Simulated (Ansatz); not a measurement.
## One reagent, a row of partners

Four-centre ligand exchange: GeH₄ meets different reagents, and the same bond of it breaks. Each row is one chosen step, not always the lowest open to these reactants.

Gas-phase electronic energies, without zero-point energy, by CCSD(T) at an estimated basis limit (MP2 extrapolated from triple and quadruple zeta, plus CCSD(T) − MP2 in triple zeta); Ansatz 0.2.0, def2-TZVPP and QZVPP, frozen cores, on PBE0-D4/def2-TZVP structures. Extrapolation: Hartree–Fock as exp(−7.88 √X), correlation as X^−2.97. All energies, in kJ/mol, count from the separated reactants, without counterpoise correction; the start and end structures are the complexes reached by relaxing down from the saddle, and deeper ones may exist. Brackets give SMILES, or, where every atom is bracketed, only which atoms are joined. Steps whose reference was doubtful or whose search ended elsewhere are left out.

| reactants | products | broken | formed | start structure | saddle | end structure | saddle by PBE0-D4/TZ |
| --- | --- | --- | --- | --- | --- | --- | --- |
| GeH₄ + HCl | GeH₃Cl ([Cl][GeH3]) + H₂ | Cl–H, Ge–H | Cl–Ge, H–H | -4.2 | 178.3 | -50.9 | 157.0 |
| GeH₄ + H₂S | GeH₄S ([SH][GeH3]) + H₂ | Ge–H, H–S | Ge–S, H–H | -4.9 | 234.7 | -24.9 | 204.2 |
| Si₄H₁₀O ([OH][Si]([SiH3])([SiH3])[SiH3]) + GeH₄ | GeSi₄H₁₂O ([SiH3][Si]([SiH3])([SiH3])[O][GeH3]) + H₂ | Ge–H, H–O | Ge–O, H–H | -11.6 | 190.0 | -23.9 | 169.9 |
| CH₄O ([CH3][OH]) + GeH₄ | CH₆GeO ([CH3][O][GeH3]) + H₂ | Ge–H, H–O | Ge–O, H–H | -9.1 | 193.1 | -5.3 | 173.4 |
| H₂O₂ ([OH][OH]) + GeH₄ | GeH₄O₂ ([OH][O][GeH3]) + H₂ | Ge–H, H–O | Ge–O, H–H | -6.7 | ? | -4.0 | 173.1 |
| GeH₄ + NH₃ | GeNH₅ ([NH2][GeH3]) + H₂ | Ge–H, H–N | Ge–N, H–H | -7.3 | 226.7 | 22.0 | 201.0 |

Question: Fit a straight line of the saddle against the PBE0-D4 saddle to the 5 complete rows, and use it to predict the missing value.

Answer: Means: x̄ = 181.1, ȳ = 204.6. Σ(x − x̄)(y − ȳ) = 2021 and Σ(x − x̄)² = 1695, so the slope is 1.192 (correlation 1.00). For x = 173.1: y = 204.6 + 1.192 × (173.1 − (181.1)) = 195.1 kJ/mol. The calculation gives 197.5 kJ/mol, so the line misses by 2.4 kJ/mol.

Above its own start structure that saddle lies 204.2 kJ/mol.

Question: How do the PBE0-D4 saddles lie against the coupled-cluster estimate?

Answer: All lower, by 19.8 to 30.5 kJ/mol.

T1 diagnostic: at most 0.016. The filled d shells of Ge are correlated in sets not built for that, so values that involve them are less sure.

For scale, one of the runs: CCSD(T)/def2-TZVPP, 443 basis functions, launched by `ansatz run in.yaml --threads 4 --pin off --events-out ev --progress --plain --max-ram 41984MiB --backend cuda --devices 0, --max-vram 37GiB`. Hardware: 4 CPU threads of an AMD EPYC 7R13 and a share of one NVIDIA H100, shared host. Wall time 43 s; peak host memory 1.9 GiB.
